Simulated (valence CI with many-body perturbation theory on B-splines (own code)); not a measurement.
From CI to CI+MBPT in Ne4+

Level of theory: configuration interaction combined with many-body perturbation theory (CI+MBPT): four valence electrons over a frozen Dirac-Fock core [He], a basis of 11 s, 11 p, 9 d, 7 f, 5 g, 2 h, 1 i functions for each j, with the one-electron correlation potential Σ1 (screened to all orders), the two-electron term Σ2, the three-electron term Σ3, Breit, model QED; selected single and double excitations, second order for the rest, scaled by the run's own slope (own B-spline code, finite nucleus).

Against 24 measured levels this calculation errs by 82 cm⁻¹ on average and by 205 at most. These come from a selection out of NIST levels in Podobedova, Fuhr, Reader and Wiese, J. Phys. Chem. Ref. Data 33, 525 (2004). Levels without a partner in it may be off by more. Among the levels kept, up to 260 cm⁻¹ of a level comes from second order outside the variational space, and about a tenth of that is noise between levels of different J, which matters for small intervals. 3 measured levels below the end of the list, from 690000 cm⁻¹ on, found no clear computed partner, and computed levels of the same name lie up to 8653 cm⁻¹ from them.

Each rung adds one term. CI alone is the Dirac-Coulomb CI over the frozen core; QED comes last and gives the full result, which names the levels. Energies are above 2s2.2p2 3P_0 on the same rung, in cm⁻¹.

| Level | CI alone | + Σ1 | + Σ2 | + Σ3 | + Breit | Full |
| --- | --- | --- | --- | --- | --- | --- |
| 2s2.2p2 3P_1 | 440 | 445 | 443 | 443 | 410 | 411 |
| 2s2.2p2 3P_2 | 1262 | 1275 | 1274 | 1273 | 1105 | 1109 |
| 2s2.2p2 1D_2 | 30453 | 30505 | 30645 | 30512 | 30384 | 30387 |
| 2s2.2p2 1S_0 | 63826 | 63869 | 64397 | 64151 | 64093 | 64092 |
| 2s.2p3 5S°_2 | 89174 | 88416 | 88301 | 88413 | 88314 | 88237 |
| 2s.2p3 3D°_3 | 177212 | 176539 | 176254 | 176133 | 175954 | 175875 |
| 2s.2p3 3D°_2 | 177195 | 176522 | 176238 | 176116 | 176024 | 175946 |
| 2s.2p3 3D°_1 | 177199 | 176525 | 176242 | 176120 | 176050 | 175971 |
| 2s.2p3 3P°_2 | 209414 | 208776 | 208625 | 208434 | 208343 | 208265 |
| 2s.2p3 3P°_1 | 209404 | 208766 | 208616 | 208425 | 208349 | 208271 |
| 2s.2p3 3P°_0 | 209395 | 208757 | 208609 | 208418 | 208382 | 208303 |
| 2s.2p3 1D°_2 | 273193 | 272555 | 271355 | 270977 | 270852 | 270769 |
| 2s.2p3 3S°_1 | 282864 | 282166 | 280192 | 279776 | 279689 | 279602 |
| 2s.2p3 1P°_1 | 306408 | 305800 | 304717 | 304269 | 304192 | 304109 |
| 2p4 3P_2 | 416322 | 414987 | 413389 | 413042 | 412964 | 412801 |
| 2p4 3P_1 | 417116 | 415790 | 414192 | 413845 | 413751 | 413591 |
| 2p4 3P_0 | 417494 | 416171 | 414575 | 414228 | 414096 | 413936 |
| 2p4 1D_2 | 439996 | 438716 | 437371 | 437024 | 436909 | 436748 |
| 2p4 1S_0 | 503926 | 502757 | 501418 | 500974 | 500943 | 500788 |
| 2s2.2p.3s 3P°_0 | 595256 | 596532 | 596459 | 596229 | 596105 | 596136 |
| 2s2.2p.3s 3P°_1 | 595674 | 596954 | 596880 | 596650 | 596484 | 596516 |
| 2s2.2p.3s 3P°_2 | 596655 | 597945 | 597869 | 597639 | 597376 | 597411 |
| 2s2.2p.3s 1P°_1 | 604491 | 605779 | 605570 | 605339 | 605114 | 605149 |
| 2s2.2p.3p 1P_1 | 635102 | 636259 | 636137 | 635906 | 635706 | 635722 |
| 2s2.2p.3p 3D_1 | 639647 | 640798 | 640679 | 640449 | 640303 | 640317 |
| 2s2.2p.3p 3D_2 | 640134 | 641289 | 641166 | 640937 | 640749 | 640765 |
| 2s2.2p.3p 3D_3 | 640986 | 642148 | 642027 | 641798 | 641524 | 641542 |
| 2s2.2p.3p 3S_1 | 646217 | 647370 | 647266 | 647037 | 646826 | 646842 |
| 2s2.2p.3p 3P_0 | 650093 | 651216 | 651038 | 650811 | 650662 | 650673 |
| 2s2.2p.3p 3P_1 | 650450 | 651578 | 651396 | 651169 | 650984 | 650997 |
| 2s2.2p.3p 3P_2 | 650949 | 652081 | 651902 | 651675 | 651425 | 651439 |

Question: How does the ionisation energy move along the ladder, and which term matters most?

Answer: CI alone 126.16, + Σ1 126.34, + Σ2 126.32, + Σ3 126.29, + Breit 126.27, + QED 126.27 eV. The largest step is Σ1, 0.17 eV. NIST lists 126.247 eV (measured).
